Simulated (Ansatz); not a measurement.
`ClB(Cl)Br` + `C[SeH]` → `C[Se]B(Cl)Cl` + HBr  (ligand exchange at a B–Br bond)

Computed with Ansatz on PBE0-D4/def2-TZVP structures; ΔE is electronic, products minus reactants. CCSD(T)/CBS is the MP2 limit (def2-TZVPP, def2-QZVPP) plus CCSD(T) − MP2 in def2-TZVPP, frozen cores. DFT in def2-TZVPP. B3LYP here is the variant with VWN-RPA as its local correlation; programs differ in this. For Br, Se outer-core shells are correlated without core-valence functions, which leaves a few kJ/mol of doubt a bond. Scalar relativity is left out up to krypton. Each species was taken in one conformer, which may not be the lowest.

Task: Is it downhill or uphill in electronic energy at CCSD(T)/CBS, and by how much? (An estimate is asked.)

Result: Computed: Downhill: ΔE = -2.4 kcal/mol.

Task: What do these levels give: revPBE-D4, PBE0-D4, B3LYP-D4, ωB97M-V, PBE, r2SCAN, CCSD/def2-SVP, CCSD(T)/def2-SVP, SCS-MP2/def2-TZVPP, CCSD/def2-TZVPP, CCSD(T)/def2-TZVPP, HF/CBS(def2)? (Estimate.)

Result: The calculation gave: revPBE-D4 -2.7, PBE0-D4 -2.2, B3LYP-D4 -1.9, ωB97M-V -1.3, PBE -1.5, r2SCAN -1.9, CCSD/def2-SVP -0.7, CCSD(T)/def2-SVP -1.1, SCS-MP2/def2-TZVPP -1.7, CCSD/def2-TZVPP -1.6, CCSD(T)/def2-TZVPP -2.2, HF/CBS(def2) 1.1 kcal/mol.

Largest T1 diagnostic among the species: 0.011.

In def2-TZVPP, CCSD(T) changes the Hartree–Fock value by −3.3 kcal/mol (the triples alone add −0.6 kcal/mol) and MP2 by −3.6 kcal/mol. At CCSD(T), def2-SVP lies +1.3 kcal/mol from the extrapolated value and def2-TZVPP +0.2 kcal/mol.
